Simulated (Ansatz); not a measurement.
Abridged output of a molecular run in Ansatz:

```
Functional definition: HF
1442 factors; integrals over basis functions are off by at most 1.1e-3 eV
mean field evaluation 1: about -27322.3826 eV, gradient 2.2e1 eV
mean field evaluation 2: about -27322.6868 eV, gradient 2.2e1 eV
mean field evaluation 4: about -27324.9864 eV, gradient 3.4e0 eV
mean field evaluation 8: about -27325.0380 eV, gradient 2.0e-1 eV
mean field evaluation 16: about -27325.0383 eV, gradient 2.2e-6 eV
mean field -27325.03828365 eV, -1004.1766353479 hartree, gradient 2.2e-6 eV, S^2 0.000000; 0 other end points of the search recorded, 0 dependent functions left out
16 core orbitals not correlated: weight in the atoms' cores, before any rotation towards them, 1.000 or more for the frozen orbitals, at most 0.000 for the correlated occupied ones
reference -27325.03828365 eV, -1004.1766353479 hartree; 12, 12 occupied and 227, 227 virtual orbitals, 1442 factors
second order -15.04673049 eV of doubles, -0.00000000 eV of singles
cycle   1  -16.25683894 eV  change    -1.2e0 eV  update   1.0e-1
cycle   2  -16.78514536 eV  change   -5.3e-1 eV  update   3.1e-2
cycle   3  -16.85666256 eV  change   -7.2e-2 eV  update   1.3e-2
cycle   4  -16.85047001 eV  change    6.2e-3 eV  update   3.9e-3
cycle   5  -16.84876211 eV  change    1.7e-3 eV  update   1.6e-3
cycle   6  -16.84847968 eV  change    2.8e-4 eV  update   5.2e-4
cycle   7  -16.84845017 eV  change    3.0e-5 eV  update   2.0e-4
cycle   8  -16.84853598 eV  change   -8.6e-5 eV  update   8.4e-5
cycle   9  -16.84854145 eV  change   -5.5e-6 eV  update   3.1e-5
cycle  10  -16.84852577 eV  change    1.6e-5 eV  update   1.2e-5
perturbative correction -0.74883434 eV, -0.0275191545 hartree
Total energy: -27342.63564376 eV, -1004.8233264042 hartree
```

Its atoms:

Z-matrix (Å, degrees):
```
B
S 1 2.026
Si 1 1.966 2 69.2
H 1 1.197 2 105.9 3 -111.4
H 1 1.194 2 111.3 3 114.9
H 2 1.344 1 99.1 3 -88.6
Si 3 2.333 1 125.0 2 -85.7
H 3 1.489 1 122.0 2 86.6
H 7 1.487 3 111.6 1 131.9
H 7 1.486 3 108.1 1 11.4
H 7 1.488 3 109.6 1 -107.5
```

Task: Which basis set was used?
A. def2-TZVPP
B. cc-pV(D+d)Z
C. def2-TZVPPD
D. def2-SVP

Result: A. It gives 255 functions.

Task: Write the keys of the input that set method, charge and spin (a neutral closed shell needs none for the last two).

Result: 
```yaml
correlation: {method: ccsd_t}
```
